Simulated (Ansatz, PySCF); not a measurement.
Process, species as SMILES: C[SiH](C)OB(O)O + 6 [H][H] (H2) -> B (BH3) + 2 C (CH4) + 3 O (H2O) + [SiH4] (SiH4)
Structures are relaxed separately at B3LYP-D3(BJ)/def2-TZVP in Ansatz (a program for electronic structure), one conformer each, not searched for the lowest. Frequencies are from Ansatz or PySCF.

Property: energy of full hydrogenation (enthalpy at 298 K, with B3LYP-D3(BJ) rigid-rotor harmonic-oscillator terms), in eV. Correlated levels leave the core frozen unless marked. Spin-orbit coupling is left out. No relativistic terms. Basis-set limits of correlation are two-point, X^-3; Hartree-Fock from the larger set.

CCSD(T)/CBS(cc-pV(T+d)Z,cc-pV(Q+d)Z) (Ansatz) gives 4.54 eV.

Q: Another calculation gave 4.46 eV. Which level was it?
A. PBE-QIDH/def2-TZVPD (Ansatz)
B. PBE/def2-TZVPD (Ansatz)
C. revPBE/def2-TZVPD (Ansatz)
D. r2SCANh/def2-TZVPD (Ansatz)

A: A, PBE-QIDH/def2-TZVPD (Ansatz). The others give 3.92 (revPBE), 4.19 (PBE), 4.65 (r2SCANh) eV.
